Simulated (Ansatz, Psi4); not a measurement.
Intermolecular potential of HF ··· CH3Br (SMILES F and CBr). Monomers: optimised at B3LYP-D3(BJ) (def2-TZVP), held rigid. Orientation: lowest of the rigid-body minima from ten starts at GFN2-xTB. R is the distance of the centres of mass, along which the second monomer moves.

- SAPT0/jun-cc-pVDZ, frozen core (Psi4)
- PBE/def2-TZVP, counterpoise-corrected (Psi4)
- revPBE/def2-TZVP, counterpoise-corrected (Psi4)
- M06-2X/def2-TZVP, counterpoise-corrected (Psi4)
- CCSD(T)/aug-cc-pVTZ = CCSD(T) on RHF/aug-cc-pVTZ, cores with 3d frozen, counterpoise-corrected (Ansatz, a quantum-chemistry and plane-wave program)

Cost and agreement with CCSD(T)/aug-cc-pVTZ over the 12 points of the scan, with CCSD(T)/aug-cc-pVTZ as yardstick. Costs are rough ratios of core time within Psi4 on shared cores, each with its mean field (Kohn-Sham runs search longer for lower solutions than correlated ones do); the miss is the largest difference from CCSD(T) of the interaction energy, in kcal/mol.

Q: Which is the cheapest of these levels that stays within 1.7 kcal/mol of CCSD(T)/aug-cc-pVTZ?

A: SAPT0/jun-cc-pVDZ.

```json
[
 {"level": "SAPT0/jun-cc-pVDZ", "relative cost": "1", "largest difference": "0.45"},
 {"level": "PBE/def2-TZVP", "relative cost": "2", "largest difference": "1.95"},
 {"level": "revPBE/def2-TZVP", "relative cost": "2", "largest difference": "1.92"},
 {"level": "M06-2X/def2-TZVP", "relative cost": "8", "largest difference": "1.52"}
]
```

Costs within a factor of two of each other count as equal.
